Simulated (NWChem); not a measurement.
Molecule: CH7FSi2; SMILES F[SiH2]C[SiH3]

```xyz
11

Si    -0.3410    -1.8060    -0.0409
C      0.8494    -0.4297     0.4659
Si     0.4532     1.2546    -0.2265
F     -1.1545     1.5021    -0.1079
H     -0.5268    -1.8017    -1.5244
H      0.2104    -3.1356     0.3634
H     -1.6684    -1.6198     0.6138
H      0.8793    -0.3816     1.5678
H      1.8656    -0.7027     0.1294
H      0.8121     1.3298    -1.6710
H      1.1289     2.3453     0.5323
```
Atoms are numbered in this order, from 1.

Program: NWChem. Structure relaxed at the PBE0/def2-SVP level. Level: PBE0/def2-SVP with SMD (1 M gas to 1 M solution), gas-phase geometry. Reactions with the solvent are ignored.

Predict the results for solvent water. Quantities: solvation free energy (kcal/mol); cavity-dispersion-structure term (kcal/mol); dipole in solution (D).


| Property | Value |
|---|---|
| solvation free energy (kcal/mol) | 1.3 |
| cavity-dispersion-structure term (kcal/mol) | 4.0 |
| dipole in solution (D) | 2.61 |
